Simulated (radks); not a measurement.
Results of a calculation; reference values are marked as such.
Task: Coherent X-ray form factor from a spherical all-electron density. Code: a radial shooting solver on a logarithmic mesh with Libxc functionals. Model: scalar-relativistic Kohn-Sham, exchange-only LDA, spin-polarised, spherical densities, point nucleus.

sin(theta)/lambda (1/angstrom)  f0 (electrons)
0.05                                    48.473
0.1                                     46.995
0.15                                    44.822
0.2                                     42.262
0.25                                    39.578
0.3                                     36.944
0.4                                     32.140
0.5                                     28.089
0.6                                     24.796
0.8                                     20.182
1                                       17.278
1.25                                    14.538
1.5                                     12.083
2                                        8.217

The species is in the configuration that NIST lists as its ground one. Which atom or ion scatters so?

Result: The iodine ion I4+, [Kr] 4d10 5s2 5p1. Extrapolating in s^2 from the first two rows gives f0(0) = 49.0, near the electron count 49; among species with that count, the fall with angle is slower the higher Z, and the table is that of Z = 53; from so few rows the species is fixed only to a neighbour or two.
